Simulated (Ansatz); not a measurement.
Which is lower?

The two ends of one reaction step of CH7BrSi, singlet (PBE0-D4/def2-TZVP).

A:

Si1  (-0.883, -0.655, -0.190)
Br2  (0.379, -1.622, -1.755)
H3  (-1.921, -1.642, 0.195)
H4  (-1.526, 0.523, -0.820)
C5  (0.179, -0.173, 1.256)
H6  (1.307, 1.545, -1.808)
H7  (1.283, 2.242, -1.541)
H8  (-0.435, 0.300, 2.027)
H9  (0.664, -1.050, 1.688)
H10  (0.951, 0.534, 0.947)
(Å)

B:

Si1  (-1.010, 0.538, -0.179)
Br2  (2.615, -1.118, -1.796)
H3  (-2.320, -0.160, -0.253)
H4  (-1.249, 1.989, 0.037)
C5  (0.074, -0.183, 1.159)
H6  (1.349, -0.460, -1.764)
H7  (-0.356, 0.392, -1.516)
H8  (-0.403, -0.077, 2.135)
H9  (0.258, -1.245, 0.982)
H10  (1.040, 0.325, 1.195)
(Å)

Program: Ansatz 0.2.0. Basis: def2-TZVPP. Cores are frozen in the correlated methods. Filled d shells of the heavier atoms are correlated. The def2 sets are not built for correlating such inner shells, so the correlated values are less sure here. B3LYP uses VWN-RPA correlation.

Task: Which structure is lower at CCSD(T), and by how much? (To be estimated.)

Result: Computed: A, by 16.67 kcal/mol (electronic energy, against the other). By their contacts, A is a complex of CH₅BrSi ([CH3][SiH2][Br]) + H₂ and B is a complex of CH₆Si ([CH3][SiH3]) + HBr.

All methods give the same order:

```json
{"method": "SPW92", "E(B) − E(A) (kcal/mol)": "15.05"}
{"method": "PBE-D4", "E(B) − E(A) (kcal/mol)": "17.22"}
{"method": "BLYP-D4", "E(B) − E(A) (kcal/mol)": "16.73"}
{"method": "r2SCAN-D4", "E(B) − E(A) (kcal/mol)": "18.45"}
{"method": "B97M-V", "E(B) − E(A) (kcal/mol)": "16.40"}
{"method": "PBE0-D4", "E(B) − E(A) (kcal/mol)": "17.60"}
{"method": "B3LYP-D4", "E(B) − E(A) (kcal/mol)": "16.96"}
{"method": "r2SCAN0-D4", "E(B) − E(A) (kcal/mol)": "18.52"}
{"method": "BHLYP-D4", "E(B) − E(A) (kcal/mol)": "17.50"}
{"method": "CAM-B3LYP-D4", "E(B) − E(A) (kcal/mol)": "16.10"}
{"method": "wB97X-V", "E(B) − E(A) (kcal/mol)": "17.53"}
{"method": "wB97M-V", "E(B) − E(A) (kcal/mol)": "18.07"}
{"method": "B2PLYP", "E(B) − E(A) (kcal/mol)": "17.11"}
{"method": "PBE-QIDH", "E(B) − E(A) (kcal/mol)": "18.30"}
{"method": "RPA on PBE", "E(B) − E(A) (kcal/mol)": "15.76"}
{"method": "HF", "E(B) − E(A) (kcal/mol)": "16.80"}
{"method": "MP2", "E(B) − E(A) (kcal/mol)": "19.10"}
{"method": "CCSD", "E(B) − E(A) (kcal/mol)": "16.25"}
{"method": "CCSD(T)", "E(B) − E(A) (kcal/mol)": "16.67"}
```

T1 diagnostic: at most 0.008.

Labels in which every atom is bracketed show which atoms are joined, not bond orders.

For scale, one of the runs: CCSD(T)/def2-TZVPP, 219 basis functions, launched by `ansatz run in.yaml --threads 4 --pin off --events-out ev --progress --plain --max-ram 9574MiB`. The run took 86 s on 4 CPU threads of an Arm Neoverse V2 (shared host), with 3.2 GiB of host memory at its peak.
